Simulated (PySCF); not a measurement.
# Substituent effects on chemical shifts

Parent skeleton `[OH:1][CH2:2][CH2:3][CH:4]([SiH3:5])[SiH3:6]`; one hydrogen on atom 5 is replaced by X. Hydrogens on one atom are averaged.

Theory: shielding tensors at PBE0/pcSseg-1 (GIAO), GFN2-xTB structure, in PySCF (isolated molecule, a single conformation, non-relativistic, one averaged value for each set of equivalent atoms).

References, each an isolated molecule treated in the same way: 17O (336.08 ppm) against H2O; 13C (186.93 ppm) and 29Si (349.16 ppm) and 1H (31.72 ppm) against TMS.

Parent (X = H): O1 49.7, C2 70.2, C3 34.6, C4 1.7, Si5 -69.4, Si6 -69.4, H(C2) 4.07, H(C3) 1.72, H(C4) 0.16 ppm. Effects are Δδ = δ(X) − δ(H), positive for deshielding.

Question: Give Δδ (ppm) for X = CF3, CONH2, CHF2, propynyl, NHSiH3, CHO, CH2SiH3.

Answer: 
```csv
X,SMILES,O1,C2,C3,C4,Si5,Si6,H(C2),H(C3),H(C4)
CF3,OCC[C@H]([SiH3])[SiH2]C(F)(F)F,+2.4,-3.9,+1.3,+0.7,+20.4,+0.4,-0.15,+0.28,+0.70
CONH2,NC(=O)[SiH2][C@H]([SiH3])CCO,-5.6,+2.3,-1.5,+4.2,+17.9,+6.1,+0.10,+0.14,-0.03
CHF2,OCC[C@H]([SiH3])[SiH2]C(F)F,+6.3,-1.0,-0.5,-0.7,+11.7,+4.8,-0.06,+0.04,+0.10
propynyl,CC#C[SiH2][C@@H]([SiH3])CCO,+9.8,+0.1,+4.8,+7.3,+6.7,+5.1,-0.07,+0.03,+0.08
NHSiH3,OCC[C@@H]([SiH3])[SiH2]N[SiH3],-14.0,-4.7,-0.5,-0.9,+43.9,-4.4,-0.04,-0.23,+1.04
CHO,O=C[SiH2][C@@H]([SiH3])CCO,-5.5,-4.1,-0.9,-0.3,-0.1,+6.7,-0.49,-0.08,+0.00
CH2SiH3,OCC[C@@H]([SiH3])[SiH2]C[SiH3],-23.2,-4.4,-0.2,-0.2,+39.9,-6.6,-0.11,-0.13,+0.12
```

Question: Which position responds most, and to which substituents?

Answer: Si5: from -0.1 ppm with CHO to +43.9 ppm with NHSiH3.

Experimental scales use liquid or dissolved standards, which lie at an offset from isolated H2O (liquid H2O: subtract about 36 ppm).
